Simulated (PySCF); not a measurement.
Predicted microwave data (PBE0/pcSseg-1 in PySCF (dipole) on a GFN2-xTB geometry, gas phase) for one isomer of C4H13FOSi3:

| Quantity | Value |
| --- | --- |
| Rotational constants | A = 1920, B = 476.4, C = 459.3 MHz |
| Dipole components | \|μa\| = 0.35 D, \|μb\| = 0.88 D, \|μc\| = 1.41 D |
| Inertial defect | -223.66 u·Å² |
| κ | -0.98 |

**Question.** Which candidate fits, each taken in the one conformer that was computed?
A. `[CH3:1][CH2:2][SiH2:3][O:4]/[C:5]([SiH3:6])=[CH:7]/[SiH2:8][F:9]` with C1–C2–Si3–O4 176°, C2–Si3–O4–C5 180°, Si3–O4–C5–Si6 178°, C5–C7–Si8–F9 176°
B. `[CH3:1][SiH:2]([CH3:3])[SiH2:4][C@H:5]([CH:6]=[O:7])[SiH2:8][F:9]` with C1–Si2–Si4–C5 98°, Si2–Si4–C5–C6 -53°, Si4–C5–C6–O7 -21°, Si4–C5–Si8–F9 174°
C. `[F:1][CH2:2]/[CH:3]=[CH:4]/[SiH2:5][C@H:6]([SiH3:7])[O:8][SiH3:9]` with F1–C2–C3–C4 -145°, C3–C4–Si5–C6 -127°, C4–Si5–C6–Si7 59°, Si5–C6–O8–Si9 -122°
D. `[F:1][CH2:2][C@@H:3]1[CH2:4][Si@H:5]([CH2:6][SiH3:7])[O:8][SiH2:9]1` with F1–C2–C3–C4 179°, C4–Si5–C6–Si7 -54°, C2–C3–C4–Si5 -158°, C3–C4–Si5–C6 140°, C4–Si5–O8–Si9 -6°, Si5–O8–Si9–C3 -11°

**Answer.** B. It is C[SiH](C)[SiH2][C@H](C=O)[SiH2]F, a near-prolate asymmetric top, point group C1. The candidates at the same level (rigid rotor, commonest isotopes):

```
                           SMILES  A (MHz)  B (MHz)  C (MHz)  μa (D)  μb (D)  μc (D)  Δ (u·Å²)  point group                        rotor
FC/C=C/[SiH2][C@H]([SiH3])O[SiH3]     1450    390.2    364.0    1.43    0.99    0.52   -255.21           C1  near-prolate asymmetric top
    CC[SiH2]O/C([SiH3])=C/[SiH2]F     1496    402.5    322.1    2.08    1.53    0.07    -24.17      near Cs               asymmetric top
FC[C@@H]1C[Si@H](C[SiH3])O[SiH2]1     1655    533.8    510.7    1.32    0.77    1.92   -262.61           C1  near-prolate asymmetric top
 C[SiH](C)[SiH2][C@H](C=O)[SiH2]F     1920    476.4    459.3    0.35    0.88    1.41   -223.66           C1  near-prolate asymmetric top
```

`FC/C=C/[SiH2][C@H]([SiH3])O[SiH3]` has A 24 % too low; `FC[C@@H]1C[Si@H](C[SiH3])O[SiH2]1` has A 14 % too low; `CC[SiH2]O/C([SiH3])=C/[SiH2]F` has C 30 % too low. No structure here is proved a minimum.
